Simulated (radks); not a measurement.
Neutral argon inside a hard spherical wall (all orbitals vanish at R), configuration held at [Ar] and not refilled when levels cross. Calculated with a radial shooting solver on a logarithmic mesh with Libxc functionals: non-relativistic Kohn-Sham, r2SCAN, spin-polarised, spherical densities, point nucleus; meta-GGA in the generalised Kohn-Sham scheme. Eigenvalues in eV for spin up, with the zero of energy where the potential of the charges vanishes at infinity; a dash marks a level that is unbound or too diffuse for the functional's potential to be trusted. A positive occupied level is held by the wall or, in an anion where self-interaction has pushed it up, behind a barrier. The pressure on the wall is -dE/dV.

| R (bohr) | E (hartree) | kinetic (hartree) | e(2s) | e(2p) | e(3s) | e(3p) | e(4s, empty) | e(4p, empty) | pressure (GPa) |
|---|---|---|---|---|---|---|---|---|---|
| free | -527.51772 | 526.921 | -300.27 | -233.12 | -25.173 | -10.727 | - | - | 0 |
| 12 | -527.51772 | 526.921 | -300.27 | -233.12 | -25.173 | -10.727 | 0.584 | 1.691 | < 0.0001 |
| 8 | -527.51765 | 526.922 | -300.27 | -233.11 | -25.167 | -10.722 | 1.859 | 4.120 | 0.00459 |
| 7 | -527.51730 | 526.926 | -300.24 | -233.08 | -25.146 | -10.701 | 2.811 | 5.729 | 0.0365 |
| 5 | -527.50173 | 527.051 | -299.57 | -232.41 | -24.669 | -10.206 | 8.390 | 13.878 | 2.77 |
| 4 | -527.41423 | 527.602 | -297.31 | -230.12 | -23.142 | -8.535 | 17.970 | 25.772 | 28.9 |
| 3 | -526.78166 | 530.662 | -288.04 | -220.74 | -16.884 | -1.400 | 48.296 | 59.195 | 392 |
| 2 | -521.20316 | 549.731 | -251.09 | -182.94 | 15.745 | 34.916 | 176.96 | 188.05 | 8590 |
| 1.5 | -505.96170 | 590.615 | -200.78 | -130.65 | 87.782 | 109.32 | 408.14 | 405.84 | 59500 |
